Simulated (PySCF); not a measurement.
CH₈FNSi₂. Atoms are numbered in the order given.

```xyz
13

N     -0.0953    -1.7243     0.9609
C      0.2582    -0.7643    -0.0967
Si     1.7938     0.2514     0.3858
Si    -1.2823     0.3312    -0.1375
F     -1.2487     1.3597    -1.4227
H      0.7182    -2.2499     1.3051
H     -0.7736    -2.4179     0.6222
H      0.4766    -1.1971    -1.1075
H      2.1668     1.1640    -0.7479
H      1.5390     1.0576     1.6290
H      2.9332    -0.6990     0.6608
H     -1.3723     1.1524     1.1127
H     -2.4934    -0.5483    -0.2923
```

Coordinates come from a PBE-D3(BJ)/def2-SVP optimisation. The structure was generated by enumeration; whether it is a known compound was not checked. One conformer was computed; it need not be the lowest.

The numbers are results of PySCF with PBE/def2-TZVP, not measurements.

The molecule is in vacuum.

Computed frontier levels, gap, dipole moment and polarisability:
```json
{
  "highest_occupied_level": "-6.00 eV",
  "lowest_empty_level": "-0.86 eV",
  "orbital_gap": "5.14 eV",
  "dipole_moment": "2.51 D",
  "quadrupole, principal values (traceless, Buckingham form, about the centre of nuclear charge)": "-5.63, -0.59, 6.22 D·Å",
  "mean_static_polarisability": "76.2 bohr³ (11.29 Å³)",
  "polarisability_principal_values": "66.3, 75.6, 86.8 bohr³"
}
```
